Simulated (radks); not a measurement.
Initial-state core-level shifts of neutral cerium when its valence configuration changes from [Xe] 4f1 5d1 6s2. All-electron calculation, scalar-relativistic Kohn-Sham, PBEsol, spin-polarised, spherical densities, finite nucleus; open shells are filled with parallel spins first (spin-orbit coupling, left out, can overturn this in heavy ions); Fermi nuclear charge, rms radius 4.8771 fm. Program: a radial shooting solver on a logarithmic mesh with Libxc functionals. Shifts are changes of the shell-averaged eigenvalues in eV (positive: less bound); the change of the density at the nucleus, which sets a Mossbauer isomer shift, is in e/bohr^3, on a base of 3.972e+05.

valence                      1s      3p      3d      4p  density at nucleus
4f0.5 5d1 6s2 6p0.5      -5.109  -6.104  -6.051  -5.562              +18.69
4f0.5 5d2 6s1 6p0.5      -2.954  -3.890  -3.826  -3.373               -4.82
4f0.5 5d1.5 6s1.5 6p0.5  -4.022  -4.986  -4.927  -4.458               +6.02
4f1 5d1 6s1 6p1          -0.946  -0.952  -0.952  -0.950              -15.48
4f0.5 5d1.5 6s2          -3.506  -4.467  -4.408  -3.941              +13.74
4f1 6s2 6p1              -3.088  -3.142  -3.154  -3.122               +9.56
4f1 5d0.5 6s2 6p0.5      -1.528  -1.553  -1.558  -1.545               +4.57
4f1.5 5d1 6s1 6p0.5      +3.544  +4.391  +4.344  +3.990              -29.03
4f1 5d3                  +3.103  +3.182  +3.197  +3.190              -37.53
